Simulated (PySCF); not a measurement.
# Computed records: AlBFH2O, AlB2H4, AlBH4NSi, B2FH4 and others

All values are calculated (PySCF 2.14.0). Calculation on a computer-drawn molecule: the log of a Hartree-Fock and frozen-core CCSD(T) single point meant for a local Hartree-Fock minimum, with one planted fault or none, to be diagnosed. Offsets are logged minus clean, where the clean run is the same molecule without the fault. The reference is restricted for singlets and unrestricted otherwise, and also for a bond in bohr or an excited solution. Adding or removing an electron swaps singlet and doublet. The excited solution moves the top pair (singlet) or top alpha electron (doublet) to the lowest empty orbital. Highest occupied and lowest empty are orbital energies over both spins, largest force is the largest gradient component, triples share is (T) over the correlation energy, the T1 limit is 0.02 restricted and 0.045 unrestricted, electrons count all cores, a negative frequency is imaginary (commonest isotopes), and the dipole is about the centre of nuclear charge.

Common to all runs: logged SCF converged yes; possible faults no fault, one electron removed, one electron added, multiplicity raised by two, geometry at a saddle point, SCF held on an excited solution, minimal basis STO-3G, one bond length entered in bohr, all coordinates scaled.

```json
{"entry": 1, "formula": "AlBFH2O", "logged_structure": {"atoms_angstrom": [["B", 1.3357, -2.3902, -0.4908], ["Al", -0.3939, -1.3018, 0.668], ["O", -0.5481, 0.4244, 0.9132], ["F", -1.5325, -2.6187, 1.2544], ["H", 1.3194, -2.6415, -1.7827], ["H", 2.4574, -2.7973, 0.0648]]}, "given": {"meant_charge": -1, "meant_multiplicity": 1, "meant_basis": "aug-cc-pV(D+d)Z", "logged_electrons": 38, "logged_basis_functions": 119, "logged_spin_squared": 0.0, "logged_highest_occupied [eV]": -4.7059, "logged_lowest_empty [eV]": 3.2242, "logged_largest_force [hartree/bohr]": 0.080036, "logged_T1_diagnostic": 0.025554, "logged_D1_diagnostic": 0.071428, "logged_triples_share": 0.03454, "logged_CC_converged": "yes", "logged_dipole_magnitude [debye]": 5.0995, "logged_SCF_stable_within_its_kind": "yes", "logged_energy_HF [hartree]": -442.14745, "logged_energy_CCSD(T) [hartree]": -442.77989, "drawn_bonds_atom": [1, 2, 2, 1, 1], "drawn_bonds_other_atom": [2, 3, 4, 5, 6], "drawn_bonds_order": [1, 1, 1, 1, 1]}, "results": {"planted_fault": "all coordinates scaled, by +8.3 %", "HF_energy_offset_from_clean_run [kcal/mol]": 19.78, "CCSD(T)_energy_offset_from_clean_run [kcal/mol]": 10.83}, "notes": ["T1 above single-reference limit"]}
{"entry": 2, "formula": "AlBFH2O", "logged_structure": {"atoms_angstrom": [["B", 1.2333, -2.207, -0.4532], ["Al", -0.3637, -1.2021, 0.6168], ["O", -0.6328, 1.8101, 1.0447], ["F", -1.415, -2.418, 1.1583], ["H", 1.2183, -2.4391, -1.6461], ["H", 2.2691, -2.583, 0.0598]]}, "given": {"meant_charge": -1, "meant_multiplicity": 1, "meant_basis": "aug-cc-pV(D+d)Z", "logged_electrons": 38, "logged_basis_functions": 119, "logged_spin_squared": 1.0349, "logged_highest_occupied [eV]": -3.0707, "logged_lowest_empty [eV]": 3.0291, "logged_largest_force [hartree/bohr]": 0.013933, "logged_T1_diagnostic": 0.045567, "logged_D1_diagnostic": 0.16509, "logged_triples_share": 0.033326, "logged_CC_converged": "yes", "logged_dipole_magnitude [debye]": 9.496, "logged_SCF_stable_within_its_kind": "yes", "logged_energy_HF [hartree]": -442.03221, "logged_energy_CCSD(T) [hartree]": -442.61253, "drawn_bonds_atom": [1, 2, 2, 1, 1], "drawn_bonds_other_atom": [2, 3, 4, 5, 6], "drawn_bonds_order": [1, 1, 1, 1, 1]}, "results": {"planted_fault": "one bond length entered in bohr, row 2 of the drawn bonds", "HF_energy_offset_from_clean_run [kcal/mol]": 92.1, "CCSD(T)_energy_offset_from_clean_run [kcal/mol]": 115.8}, "notes": ["T1 above single-reference limit"]}
{"entry": 3, "formula": "AlB2H4", "logged_structure": {"atoms_angstrom": [["B", -3.1685, -1.4652, -0.4504], ["Al", -1.4792, -2.4285, 0.3902], ["B", 0.5921, -2.6727, 0.0186], ["H", -3.5007, -0.3605, -0.1079], ["H", -3.8962, -2.0303, -1.2245], ["H", 1.4116, -1.9373, 0.5041], ["H", 1.014, -3.6072, -0.6114]]}, "given": {"meant_charge": 0, "meant_multiplicity": 2, "meant_basis": "cc-pV(D+d)Z", "logged_electrons": 27, "logged_basis_functions": 71, "logged_spin_squared": 3.8204, "logged_highest_occupied [eV]": -6.9275, "logged_lowest_empty [eV]": -1.1323, "logged_largest_force [hartree/bohr]": 0.031694, "logged_T1_diagnostic": 0.027708, "logged_D1_diagnostic": 0.08536, "logged_triples_share": 0.034295, "logged_CC_converged": "yes", "logged_dipole_magnitude [debye]": 1.6703, "logged_SCF_stable_within_its_kind": "yes", "logged_energy_HF [hartree]": -293.4165, "logged_energy_CCSD(T) [hartree]": -293.68452, "drawn_bonds_atom": [1, 2, 1, 1, 3, 3], "drawn_bonds_other_atom": [2, 3, 4, 5, 6, 7], "drawn_bonds_order": [1, 1, 1, 1, 1, 1]}, "results": {"planted_fault": "multiplicity raised by two", "HF_energy_offset_from_clean_run [kcal/mol]": 60.32, "CCSD(T)_energy_offset_from_clean_run [kcal/mol]": 60.24}}
{"entry": 4, "formula": "AlBH4NSi", "logged_structure": {"atoms_angstrom": [["B", -0.7393, 0.2745, 2.6431], ["Al", 0.3478, -0.2009, 0.8734], ["N", 1.6893, -1.2994, 0.6108], ["Si", 2.8843, -2.253, 0.2819], ["H", -0.4603, 1.2457, 3.2984], ["H", -1.7825, -0.2728, 2.8939], ["H", 4.306, -1.8668, 0.3432], ["H", 2.6178, -4.9125, -0.5053]]}, "given": {"meant_charge": 0, "meant_multiplicity": 2, "meant_basis": "cc-pV(D+d)Z", "logged_electrons": 43, "logged_basis_functions": 94, "logged_spin_squared": 1.6703, "logged_highest_occupied [eV]": -6.915, "logged_lowest_empty [eV]": 0.74147, "logged_largest_force [hartree/bohr]": 0.012925, "logged_T1_diagnostic": 0.047223, "logged_D1_diagnostic": 0.17447, "logged_triples_share": 0.044118, "logged_CC_converged": "yes", "logged_dipole_magnitude [debye]": 3.1427, "logged_SCF_stable_within_its_kind": "yes", "logged_energy_HF [hartree]": -612.15298, "logged_energy_CCSD(T) [hartree]": -612.58795, "drawn_bonds_atom": [1, 2, 3, 1, 1, 4, 4], "drawn_bonds_other_atom": [2, 3, 4, 5, 6, 7, 8], "drawn_bonds_order": [1, 1, 2, 1, 1, 1, 1]}, "results": {"planted_fault": "one bond length entered in bohr, row 7 of the drawn bonds", "HF_energy_offset_from_clean_run [kcal/mol]": 67.34, "CCSD(T)_energy_offset_from_clean_run [kcal/mol]": 73.54}, "notes": ["T1 above single-reference limit"]}
{"entry": 5, "formula": "B2FH4", "logged_structure": {"atoms_angstrom": [["B", -1.3664, 1.5989, 2.245], ["B", -1.4852, 0.8881, 3.7946], ["F", -1.8011, 1.5502, 4.969], ["H", -2.0606, 0.932, 1.446], ["H", -1.6906, 2.7989, 2.2021], ["H", -0.1704, 1.4686, 1.8887], ["H", -1.2815, -0.2979, 4.0589]]}, "given": {"meant_charge": -1, "meant_multiplicity": 1, "meant_basis": "aug-cc-pVDZ", "logged_electrons": 24, "logged_basis_functions": 105, "logged_spin_squared": 0.0, "logged_highest_occupied [eV]": 0.88228, "logged_lowest_empty [eV]": -4.2069, "logged_largest_force [hartree/bohr]": 0.21592, "logged_CC_converged": "no", "logged_dipole_magnitude [debye]": 6.2994, "logged_SCF_stable_within_its_kind": "no", "logged_energy_HF [hartree]": -150.64047, "drawn_bonds_atom": [1, 2, 1, 1, 1, 2], "drawn_bonds_other_atom": [2, 3, 4, 5, 6, 7], "drawn_bonds_order": [1, 1, 1, 1, 1, 1]}, "results": {"planted_fault": "SCF held on an excited solution", "HF_energy_offset_from_clean_run [kcal/mol]": 334.4}, "notes": ["CCSD not converged", "highest electron not bound in this basis"]}
{"entry": 6, "formula": "CH6BSi", "logged_structure": {"atoms_angstrom": [["B", 0.3601, -1.9311, -1.1674], ["C", -0.7595, -1.3639, -2.2291], ["Si", -2.3222, -0.7263, -1.9285], ["H", 1.4078, -1.2651, -1.2905], ["H", -0.0469, -1.8587, 0.0053], ["H", 0.6197, -3.1182, -1.4495], ["H", -0.4904, -1.3868, -3.2875], ["H", -2.9334, -0.5822, -0.5888], ["H", -3.2421, -0.2438, -2.9929]]}, "given": {"meant_charge": -1, "meant_multiplicity": 1, "meant_basis": "aug-cc-pV(D+d)Z", "logged_electrons": 32, "logged_basis_functions": 132, "logged_spin_squared": 2.0264, "logged_highest_occupied [eV]": -1.3611, "logged_lowest_empty [eV]": 3.6517, "logged_largest_force [hartree/bohr]": 0.077486, "logged_T1_diagnostic": 0.019541, "logged_D1_diagnostic": 0.088643, "logged_triples_share": 0.03239, "logged_CC_converged": "yes", "logged_dipole_magnitude [debye]": 4.9379, "logged_SCF_stable_within_its_kind": "yes", "logged_energy_HF [hartree]": -354.86114, "logged_energy_CCSD(T) [hartree]": -355.27368, "drawn_bonds_atom": [1, 2, 1, 1, 1, 2, 3, 3], "drawn_bonds_other_atom": [2, 3, 4, 5, 6, 7, 8, 9], "drawn_bonds_order": [1, 2, 1, 1, 1, 1, 1, 1]}, "results": {"planted_fault": "multiplicity raised by two", "HF_energy_offset_from_clean_run [kcal/mol]": 31.07, "CCSD(T)_energy_offset_from_clean_run [kcal/mol]": 54.58}}
```
